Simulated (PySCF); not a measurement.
InP, triplet, geometry from GFN2-xTB (such geometries of metal compounds can be far from the true shape) (core potentials on In).

The PySCF input:
```python
from pyscf import gto, scf

mol = gto.M(
    atom='''
In   -0.000000   -0.000000   -0.613897
P     0.000000    0.000000    2.005398
''',
    basis='def2-svp',
    ecp={'In': 'def2-svp'},
    charge=0,
    spin=2,
    verbose=4,
)

mf = scf.UHF(mol)
mf.kernel()
mf.analyze()
```

**Question.** What does this run give for the dipole moment, nuclear repulsion energy, HOMO energy?

**Answer.** 
```json
{
 "dipole_moment": "1.80 D",
 "nuclear_repulsion_energy": "63.6396 Eh",
 "HOMO energy": "-6.90 eV"
}
```

These values belong to the state on which the SCF converged, which isn't shown to be the lowest.
